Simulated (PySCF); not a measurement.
# The second ionisation energy along the 4d series

All values are computed (PySCF 2.14, energy differences of UHF-based or UKS calculations, no spin-orbit coupling). Values in eV. The last column holds reference values (NIST; (s) semi-empirical, (t) theoretical, else measured). Unmarked ones compare directly (S terms, centres of terms, or small fine structure); those marked * lie between the lowest fine-structure levels and include a spin-orbit shift.

```csv
element,configurations,UHF,LDA,PBE,MP2 (valence),SCS-MP2 (valence),CCSD(T) (valence),reference
"Zr (aug-cc-pVTZ-DK, spin-free X2C)",[Kr] 4d2 5s1 → [Kr] 4d2,12.279,13.641,13.391,12.511,12.356,12.587,13.13 *
"Nb (aug-cc-pVTZ-DK, spin-free X2C)",[Kr] 4d4 → [Kr] 4d3,13.055,14.870,n/a,13.601,13.237,13.692,14.32 (s) *
"Mo (aug-cc-pVTZ-DK, spin-free X2C)",[Kr] 4d5 → [Kr] 4d4,15.065,16.708,16.469,15.733,15.288,15.797,16.16 ± 0.12 (s) *
"Tc (aug-cc-pVTZ-DK, spin-free X2C)",[Kr] 4d5 5s1 → [Kr] 4d5,14.249,15.903,15.598,14.835,14.445,14.886,15.26 (s)
"Ru (aug-cc-pVTZ-DK, spin-free X2C)",[Kr] 4d7 → [Kr] 4d6,14.913,17.328,17.033,16.374,16.525,16.373,16.76 ± 0.06 (s) *
"Rh (aug-cc-pVTZ-DK, spin-free X2C)",[Kr] 4d8 → [Kr] 4d7,16.149,18.880,18.478,17.914,17.926,17.818,18.08 (s) *
"Pd (aug-cc-pVTZ-DK, spin-free X2C)",[Kr] 4d9 → [Kr] 4d8,17.436,20.363,19.842,19.481,19.344,19.286,19.43 ± 0.12 (s) *
```

"Valence" correlates the outer s and p shells and, in groups 3 to 12 and the f block, the outer d or f shell, open or full, or the next shell where the ion has no valence electron left; the wider scheme adds the next inner shell.
